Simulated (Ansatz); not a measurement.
Total energies of (ZnTe)2 ring (Zn2Te2) from Ansatz at r2SCAN-D4/def2-TZVPD, gas phase (1 Eh = 27.2114 eV = 2625.5 kJ/mol). The reference geometry is relaxed at r2SCAN-D4/def2-SVP.

```csv
state,geometry,energy (Eh)
charge 0 singlet,reference,-4095.15038
charge -1 doublet,reference,-4095.21552
free Zn atom (singlet),–,-1779.37412
free Te atom (triplet),–,-268.08845
```

In the def2 sets Te takes a core potential; there is no spin–orbit coupling.

Problem. Work out the vertical electron affinity, to the doublet.

Solution. E(charge 0 singlet) − E(charge -1 doublet) = -4095.15038 − (-4095.21552) = 0.06514 Eh = 1.77 eV.

Problem. What is the binding energy per atom against free atoms?

Solution. Atoms: 2 × (-1779.37412) + 2 × (-268.08845) = -4094.92514 Eh. Binding: -4094.92514 − (-4095.15038) = 0.22524 Eh = 6.13 eV, or 1.53 eV for each of 4 atoms (no zero-point energy, no counterpoise term).

At r2SCAN-D4/def2-TZVPD the highest occupied level of the charge -1 doublet lies above zero (up to 0.06 eV). By energy differences its removal costs 1.77 eV (vertical, to the charge 0 singlet, at r2SCAN-D4/def2-TZVPD); a positive level beside a positive removal energy at the same level points to self-interaction error.
